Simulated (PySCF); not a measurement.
S8. Atoms are numbered in the order given.

```xyz
8

S      0.0865    -1.8666     1.7174
S     -1.0467    -1.6263     0.0000
S      0.0865    -1.8666    -1.7174
S      0.9831     0.0595    -2.0799
S     -0.5672     1.4088    -1.7353
S      0.0420     2.4229     0.0000
S     -0.5672     1.4088     1.7353
S      0.9831     0.0595     2.0799
```

Geometry: B3LYP-D3(BJ)/def2-SVP.

Calculation: PBE/pcSseg-1 in PySCF.

GIAO shieldings, no solvent; atoms listed in one row are averaged. δ = σ(ref) − σ: ³³S against H2S (σ = 706.5 ppm), references at their B3LYP-D3(BJ)/def2-TZVP geometries, non-relativistic.

| nucleus | atoms | count | δ (ppm) |
|---|---|---|---|
| ³³S | S7, S5 | 2 | 640.7 |
| ³³S | S6 | 1 | 625.7 |
| ³³S | S8, S4 | 2 | 625.0 |
| ³³S | S1, S3 | 2 | 561.4 |
| ³³S | S2 | 1 | 485.4 |
